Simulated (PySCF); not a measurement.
## PBE0 on In²⁺ (indium, charge +2)

Configuration: [Kr] 4d10 5s1, 2S determinant. Computed with PySCF 2.14 in aug-cc-pVQZ-PP with ECP28MDF (7s7p5d3f2g, 92 functions), with a scalar-relativistic core potential.

- Total energy: -189.2204 hartree
- One-electron energy: -321.2900 hartree
- Hartree (Coulomb) energy: 148.3259 hartree
- Exchange-correlation energy: -16.2564 hartree
- ⟨S²⟩: 0.7505
- ⟨L²⟩: 0.000
- Sum of ⟨r⟩: 21.44 bohr
- Sum of ⟨r²⟩: 29.79 bohr²

```
shell  electrons  mean orbital energy (hartree)  rms radius, mean of both spins (bohr)
 4s α          1                       -5.37009                                  0.909
 4s β          1                       -5.36473                                  0.909
 4p α          3                       -3.76374                                  0.993
 4p β          3                       -3.75976                                  0.993
 4d α          5                       -1.43107                                   1.27
 4d β          5                       -1.42091                                   1.27
 5s α          1                       -0.92030                                   2.49
```

Energies and moments cover only the electrons outside the core potential.
